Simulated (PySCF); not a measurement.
# SMILES O=CN[SiH2]OC[SiH3], C$_{2}$H$_{9}$NO$_{2}$Si$_{2}$

Cartesian coordinates in Å; atom numbers follow the order of the lines, from 1:
```xyz
16

O     3.819   -0.371   -0.464
C     3.303   -0.605    0.600
N     1.989   -0.471    0.809
Si    1.036    0.070   -0.551
O    -0.411    0.073    0.175
C    -1.640    0.430   -0.422
Si   -2.951    0.227    0.945
H     3.882   -0.948    1.478
H     1.604   -0.679    1.716
H     1.100   -0.900   -1.640
H     1.444    1.410   -0.963
H    -1.573    1.453   -0.803
H    -1.821   -0.212   -1.288
H    -4.263    0.582    0.398
H    -2.593    1.115    2.050
H    -2.932   -1.166    1.386
```

Computed with PySCF, GIAO PBE/pcSseg-1 magnetisability, rotational g tensor and spin-rotation constants, non-relativistic, gas phase. Geometry: GFN2-xTB.

Question: Give the nuclear spin-rotation constants along the inertial axes (H = +C I·J) beside the isotropic shieldings.

Answer: Rotational constants 7.1702, 0.6305, 0.5896 GHz. A star marks the isotopologue with that one atom substituted, in its own axes.
```
atom  isotope  Caa (kHz)  Cbb (kHz)  Ccc (kHz)  mean (kHz)  σ (ppm)
  N3      14N      0.359      0.082      0.047       0.163    128.9
  H8       1H     -0.282      0.031     -0.050      -0.101     23.3
  H9       1H     -0.618      0.034     -0.086      -0.223     27.3
 H10       1H     -0.555     -0.029      0.005      -0.193     26.0
 H11       1H     -0.555     -0.029      0.005      -0.193     26.0
 H12       1H     -0.708     -0.033     -0.001      -0.247     27.6
 H13       1H     -0.708     -0.034     -0.001      -0.247     27.6
 H14       1H      0.076     -0.038     -0.057      -0.006     27.6
 H15       1H     -0.654     -0.031     -0.004      -0.230     27.6
 H16       1H     -0.654     -0.031     -0.005      -0.230     27.6
  O1     17O*     -4.113     -0.356     -0.061      -1.510   -109.0
  C2     13C*      3.214      0.259      0.139       1.204     19.8
 Si4    29Si*     -4.068     -0.418     -0.372      -1.619    360.1
  O5     17O*     -0.716     -0.032     -0.019      -0.256    322.6
  C6     13C*      1.145      0.132      0.142       0.473    127.6
 Si7    29Si*     -3.904     -0.358     -0.333      -1.532    408.0
```
For the geometry as given, no vibrational averaging.

Question: How do the rotational constants and the g tensor change when H8, H9, H10, H11, H12, H13, H14, H15, H16 are replaced by deuterium?

Answer: Constants 5.2702, 0.5781, 0.5374 GHz; g -0.0712, -0.0133, -0.0100, against -0.0968, -0.0145, -0.0109 before.
